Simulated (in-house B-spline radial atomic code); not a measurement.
PBE0 excitations of Kr VII (Kr6+)

Method: PBE0. Computed with an all-electron radial atomic-structure program (B-spline basis): linear response of the closed shell [Ar] 3d10 4s2 with the functional's adiabatic kernel; scalar-relativistic (spin-free one-electron X2C), finite nucleus, no spin-orbit coupling, no double excitations, S, P, D and F terms only; shells from n = 2 respond. Only terms of natural parity with L up to 3 were computed.

Command:
```bash
python run_td.py task.json out
```
Settings (radii: box in bohr, nucleus in fm):
```
Z                        36
electrons                30
configuration            [Ar] 3d10 4s2
hamiltonian              x2c
method                   pbe0
box_radius               14.35
rms_radius               4.1884
intervals                70
```

Run time, properties included: 0.9 s on 1 thread of AMD EPYC 9R14 (Zen 4), with other jobs on the host.

The lowest states, in the order of their Tamm-Dancoff energies; the method's threshold (minus the highest occupied level) is 103.77 eV. Labels give the largest channel, * marks a mixed state, and oscillator strengths are full-response dipole values. Semilocal kernels can invert the small singlet-triplet splittings of Rydberg terms. Energies in eV:

```json
{"state": "4s → 4p 3P", "full response": "15.162", "Tamm-Dancoff": "15.377", "oscillator strength": "-"}
{"state": "4s → 4p 1P", "full response": "21.346", "Tamm-Dancoff": "22.016", "oscillator strength": "1.55"}
{"state": "4s → 4d 3D", "full response": "42.37", "Tamm-Dancoff": "42.42", "oscillator strength": "-"}
{"state": "4s → 4d 1D", "full response": "44.52", "Tamm-Dancoff": "44.55", "oscillator strength": "-"}
{"state": "4s → 5s 3S", "full response": "54.02", "Tamm-Dancoff": "54.02", "oscillator strength": "-"}
{"state": "4s → 5s 1S", "full response": "55.22", "Tamm-Dancoff": "55.26", "oscillator strength": "-"}
{"state": "4s → 5p 3P", "full response": "60.68", "Tamm-Dancoff": "60.69", "oscillator strength": "-"}
{"state": "4s → 5p 1P", "full response": "61.23", "Tamm-Dancoff": "61.28", "oscillator strength": "0.0886"}
{"state": "4s → 4f 3F", "full response": "64.17", "Tamm-Dancoff": "64.20", "oscillator strength": "-"}
{"state": "4s → 4f 1F", "full response": "?", "Tamm-Dancoff": "?", "oscillator strength": "-"}
{"state": "4s → 5d 3D", "full response": "70.82", "Tamm-Dancoff": "70.83", "oscillator strength": "-"}
{"state": "4s → 5d 1D", "full response": "71.24", "Tamm-Dancoff": "71.25", "oscillator strength": "-"}
{"state": "4s → 6s 3S", "full response": "75.21", "Tamm-Dancoff": "75.21", "oscillator strength": "-"}
{"state": "4s → 6s 1S", "full response": "?", "Tamm-Dancoff": "?", "oscillator strength": "-"}
{"state": "4s → 6p 3P", "full response": "78.24", "Tamm-Dancoff": "78.24", "oscillator strength": "-"}
{"state": "4s → 6p 1P", "full response": "78.40", "Tamm-Dancoff": "78.41", "oscillator strength": "0.0396"}
{"state": "4s → 5f 3F", "full response": "79.82", "Tamm-Dancoff": "79.83", "oscillator strength": "-"}
```

(1) Where does 4s → 6s 1S lie?

(2) Where does 4s → 4f 1F lie?

(3) How large is the singlet-triplet splitting of 4s → 4p (P terms) in Tamm-Dancoff?

(4) What polarisabilities and dispersion coefficient does the method give?

## Answers

(1) At 75.54 eV in full response, 75.55 eV in Tamm-Dancoff.

(2) At 64.87 eV in full response, 64.88 eV in Tamm-Dancoff.

(3) 6.64 eV, from the unrounded values.

(4) Dipole 2.781 bohr³, quadrupole 3.058 bohr⁵, C6 5.412 hartree·bohr⁶ for two such species.
